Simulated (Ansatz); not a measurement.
Gallium trichloride (monomer) (`[Cl][Ga]([Cl])[Cl]`). Charge 0, multiplicity 1. Correlated methods include outer-core shells of Ga, which these sets cover unevenly. Scalar relativity is left out up to krypton.

```xyz
4

Cl   -1.8553   -0.8818   -0.4886
Ga    0.0000    0.0000    0.0000
Cl    1.2161    0.8130   -1.5228
Cl    0.6392    0.0688    2.0114
```

Q: Give the diagnostics of a CCSD(T)/def2-TZVPP run (frozen core, the Gaussian-basis code of Ansatz). (Best estimate.)

A: Computed: T1 = 0.0107, largest single amplitude 0.029, largest double 0.019, (T) share of the correlation energy 4.2 %, 8 CCSD cycles. The RHF solution is stable towards an unrestricted one. T1 lies under the customary mark of 0.02 for closed shells.
